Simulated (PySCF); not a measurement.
Sn(Cl)3(NHMe) (CH₄Cl₃NSn), SMILES C[NH][Sn]([Cl])([Cl])[Cl]. Atoms are numbered in the order given.

```xyz
10

C     -2.9547    -0.1853    -0.1768
N     -1.8536     0.7680    -0.2982
Sn     0.0352     0.0979    -0.0046
Cl     0.3975    -1.6313    -1.5444
Cl     1.5286     1.8621    -0.3788
Cl     0.4706    -0.7872     2.1393
H     -2.7346    -1.0790    -0.7811
H     -3.1730    -0.5171     0.8561
H     -3.8726     0.2654    -0.5907
H     -2.0204     1.6313     0.2195
```
Charge 0, spin multiplicity 1.

Geometry: B3LYP-D3(BJ)/def2-SVP. The def2 effective core potentials stand for the cores of Sn; spin–orbit coupling is left out. One conformer was computed; it need not be the lowest.

Method: M06-2X/def2-TZVP run with PySCF.

Atomic charges (e):

| atom | Mulliken | Löwdin |
|---|---|---|
| C1 | -0.33 | -0.38 |
| N2 | -0.60 | -0.25 |
| Sn3 | … | -0.01 |
| Cl4 | -0.31 | 0.05 |
| Cl5 | -0.30 | 0.05 |
| Cl6 | -0.32 | 0.02 |
| H7 | … | 0.12 |
| H8 | … | 0.11 |
| H9 | … | 0.12 |
| H10 | … | 0.17 |

Complete the blanks. (An estimate is asked for; the answer gives what the named calculation found.)


- Sn3, Mulliken: 1.14
- H7, Mulliken: 0.16
- H8, Mulliken: 0.15
- H9, Mulliken: 0.15
- H10, Mulliken: 0.25
